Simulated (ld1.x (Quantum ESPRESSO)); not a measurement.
# What one change does to a pseudopotential (Nb (Z = 41), TM)

niobium (Nb), norm-conserving Troullier–Martins (Kleinman–Bylander form), made with ld1.x (Quantum ESPRESSO) 7.5 (PBE, scalar-relativistic). Core [Ar] 3d10 4s2, reference 4p6 4d4 5s1 5p0. Waves: 5s (bound): rc 2.95 bohr; 4d (bound): rc 1.45 bohr; 4p (bound): rc 2.20 bohr. Local part: the p channel. Core correction: none.

Change: core correction a·sin(br)/r model core inside 1.32 bohr.

Cutoffs: the cutoffs (Ry, on a coarse ladder) from which the occupation-weighted sum of valence levels, in a spherical-Bessel basis at the reference potential, stays within 10 and 1 mRy of its value at 400 Ry; they do not see the model core or the augmentation charge, which bear on the density cutoff. Errors are all-electron minus pseudo energies relative to the spin-unpolarised reference configuration.

Problem. How do hardness, ghosts and transferability respond?

Solution. The potential gets neither clearly harder nor softer (40 Ry and 55 Ry → 40 Ry and 55 Ry); both files keep a bound ghost (s); the number of tests that count goes from 6 to 7; of the 6 tests that both files solve, the error grows in 2 and shrinks in 3 by more than 15 % and 0.3 meV (median size 26.7 → 21.5 meV). A model core, the more so a compact one, raises the density cutoff, which this test does not measure.

| quantity | base | changed |
| --- | --- | --- |
| cutoff, loose | 40 Ry | 40 Ry |
| cutoff, tight | 55 Ry | 55 Ry |
| bound ghosts | s | s |
| tests counted (converged, no solver errors) | 6 of 7 | 7 of 7 |
| error for 4p6 4d4 5s0 5p0, meV [ΔE 6.64 eV] | -8.8 | -13 |
| error for 4p6 4d3 5s0 5p0, meV [ΔE 20.68 eV] | +31 | +13 |
| error for 4p6 4d2 5s0 5p0, meV [ΔE 45.40 eV] | +115 | +49 |
| error for 4p6 4d1 5s0 5p0, meV [ΔE 82.31 eV] | +233 | +56 |
| error for 4p6 4d3 5s2 5p0, meV [ΔE -0.52 eV] | -22 | -26 |
| error for 4p6 4d5 5s0 5p0, meV [ΔE 1.27 eV] | -15 | -17 |
| s: phases at 3.21 bohr within 0.05 rad from the reference energy up to (Ry; the scan ends near 5) | n/a | n/a |
| p: phases at 3.21 bohr within 0.05 rad from the reference energy up to (Ry; the scan ends near 5) | -0.1 | -0.1 |
| d: phases at 3.21 bohr within 0.05 rad from the reference energy up to (Ry; the scan ends near 5) | 1.2 | 1.2 |

Base: Tests not counted: 4p6 4d4 5s0.5 5p0 (pseudo-atom not self-consistent, printed error -2.4 meV). These tests converged, but a pseudo level misses the all-electron one widely, so the file describes the atom poorly there or has found another state: 4p6 4d1 5s0 5p0: empty 5s by 7.8 eV. ld1.x printed “convergence not achieved” for 1 of the counted tests; its residual had stalled under 1e-8, short of the target of 1e-14. Changed file: These tests converged, but a pseudo level misses the all-electron one widely, so the file describes the atom poorly there or has found another state: 4p6 4d2 5s0 5p0: empty 5s by 3.3 eV (a node warning on the way). A true bound ghost makes a file unfit for plane-wave use even where its test errors are small: the radial tests pick states by their node count and pass the ghost by.
